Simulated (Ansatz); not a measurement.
Isolated molecules relaxed with PBE0-D4/def2-TZVP in Ansatz; ΔE leaves out vibrations. CCSD(T)/CBS adds triple-zeta CCSD(T) − MP2 to the extrapolated MP2 energy (def2 sets, frozen cores). Functionals use def2-TZVPP. HSE06 is defined as in plane-wave codes. def2 core potentials past Kr. For Br, Ge, Hf outer-core shells are correlated without core-valence functions, which leaves a few kJ/mol of doubt a bond. Scalar relativity is left out up to krypton. One conformer a species, not always the lowest.

Consider the redistribution: `O=C=[N][GeH]([F])[Cl]` + `[OH][Hf]([OH])([OH])[Br]` → `[F][GeH]([Cl])[Br]` + `O=C=[N][Hf]([OH])([OH])[OH]`.

| level | ΔE (kcal/mol) | difference from CCSD(T)/CBS |
| --- | --- | --- |
| revPBE-D4 | -1.3 | -2.0 |
| PBE0-D4 | -0.2 | -0.9 |
| CAM-B3LYP-D4 | -0.1 | -0.8 |
| revPBE | -1.7 | -2.4 |
| HSE06 | -0.4 | -1.1 |
| CAM-B3LYP | -0.3 | -1.0 |
| MP2/def2-SVP | 1.3 | 0.6 |
| CCSD/def2-SVP | 0.4 | -0.3 |
| HF/def2-QZVPP | 1.8 | 1.1 |
| MP2/CBS(def2) | 1.0 | 0.3 |
| CCSD(T)/CBS | 0.7 | 0 |

Largest T1 diagnostic among the species: 0.016.

From BLYP to BHLYP (50 % exact exchange), in def2-TZVPP and without D4, ΔE moves by +2.3 kcal/mol. Leaving LDA and LC-ωPBE aside and taking each functional with its dispersion term where it has one, the values, not all of them listed here, spread over 3.1 kcal/mol, from BLYP-D4 to PBE-QIDH. LDA lies +1.0 kcal/mol from PBE without D4.
